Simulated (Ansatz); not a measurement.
`NBC(F)F` + `CC(O)F` → `CC(F)OC(F)F` + `BN`  (substitution at a C–B bond)

Isolated molecules relaxed with PBE0-D4/def2-TZVP in Ansatz; ΔE leaves out vibrations. CCSD(T)/CBS is the MP2 limit (def2-TZVPP, def2-QZVPP) plus CCSD(T) − MP2 in def2-TZVPP, frozen cores. This one scheme is used for every species. Functionals use def2-TZVPP. B3LYP here is the variant with VWN-RPA as its local correlation; programs differ in this. One conformer a species, not always the lowest.

`NBC(F)F`:

Z-matrix (Å, degrees):
```
C
B 1 1.595
F 1 1.369 2 110.3
F 1 1.375 2 111.7 3 -118.6
H 1 1.098 2 114.4 3 120.5
N 2 1.377 1 118.4 3 122.3
H 2 1.194 1 120.0 3 -58.4
H 6 1.005 2 123.8 1 -179.7
H 6 1.008 2 121.8 1 -1.3
```

`CC(O)F`:

Z-matrix (Å, degrees):
```
C
C 1 1.500
H 1 1.091 2 109.3
H 1 1.091 2 110.0 3 119.6
H 1 1.090 2 110.0 3 -120.1
O 2 1.377 1 109.2 3 -56.3
F 2 1.391 1 109.1 3 63.2
H 2 1.098 1 112.4 3 179.2
H 6 0.962 2 108.9 1 -174.9
```

`CC(F)OC(F)F`:

Z-matrix (Å, degrees):
```
C
C 1 1.498
H 1 1.090 2 110.0
H 1 1.090 2 109.7 3 120.1
H 1 1.091 2 109.5 3 -120.0
F 2 1.371 1 109.6 3 -177.6
O 2 1.406 1 108.6 3 64.4
H 2 1.094 1 113.1 3 -58.2
C 7 1.355 2 117.0 1 -148.2
F 9 1.357 7 111.0 2 64.9
F 9 1.348 7 112.2 2 -53.5
H 9 1.091 7 108.6 2 -175.0
```

`BN`:

Z-matrix (Å, degrees):
```
B
N 1 1.385
H 1 1.197 2 119.0
H 1 1.197 2 119.0 3 -180.0
H 2 1.006 1 123.2 3 -0.0
H 2 1.006 1 123.2 3 180.0
```

```
             level  ΔE (kcal/mol)  difference from CCSD(T)/CBS
            PBE-D4            5.3                          0.5
         r2SCAN-D4            3.5                         -1.3
           PBE0-D4            4.4                         -0.4
          B3LYP-D4            4.8                          0.0
               PBE            5.6                          0.8
            r2SCAN            3.6                         -1.2
              PBE0            4.7                         -0.1
             B3LYP            5.2                          0.4
     HF/def2-TZVPP            1.3                         -3.5
SCS-MP2/def2-TZVPP            3.6                         -1.2
   CCSD/def2-TZVPP            3.5                         -1.3
CCSD(T)/def2-TZVPP            3.4                         -1.4
     HF/def2-QZVPP            1.3                         -3.5
    MP2/def2-QZVPP            4.6                         -0.2
      HF/CBS(def2)            1.3                         -3.5
     MP2/CBS(def2)            5.2                          0.4
       CCSD(T)/CBS            4.8                            0
```

Largest T1 diagnostic among the species: 0.013.

In def2-TZVPP, CCSD(T) changes the Hartree–Fock value by +2.1 kcal/mol (the triples alone add −0.2 kcal/mol) and MP2 by +2.4 kcal/mol. From PBE to PBE0 (25 % exact exchange), in def2-TZVPP and without D4, ΔE moves by −0.9 kcal/mol.
